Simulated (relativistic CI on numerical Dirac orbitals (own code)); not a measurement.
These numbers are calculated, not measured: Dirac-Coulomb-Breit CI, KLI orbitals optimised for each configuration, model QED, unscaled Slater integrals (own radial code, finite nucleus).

The strongest absorption lines from the ground level of an ion, among the configurations computed and to levels below about 1890 eV (vacuum wavelength in nm, gf): 0.66372 (0.12), 2.2983 (0.11), 2.3555 (1.4), 2.3740 (0.4), 2.5686 (0.42), 3.6258 (0.38), 3.6953 (1.1), 3.7849 (0.52).

Which ion is it?
A. Pm⁴²⁺
B. Tm⁵⁰⁺
C. Ir⁵⁸⁺
D. Ta⁵⁴⁺

B. Tm⁵⁰⁺ has 19 electrons and the ground level 3s2 3p6 3d 2D_3/2; the strongest line goes to 3s2 3p5 3d2 2D°_3/2. The pattern of lines fixes the number of electrons, and along that sequence the line energies rise steadily with the charge (about as its square where n changes within one kind of shell, about linearly where n is kept but much faster in heavy ions where fine structure, which grows about as Z⁴, sets the gap, and irregularly where shells cross), which fixes Z. Configurations outside the model, such as inner-shell arrays, can give stronger lines. At this charge energies of transitions that change n are usually good to better than 1 %, and those within a shell (Δn = 0) to a few per cent.

LS names give the leading component of a level, which can be under half, so a name can repeat, a term be missing and a line seem to break the LS rules.
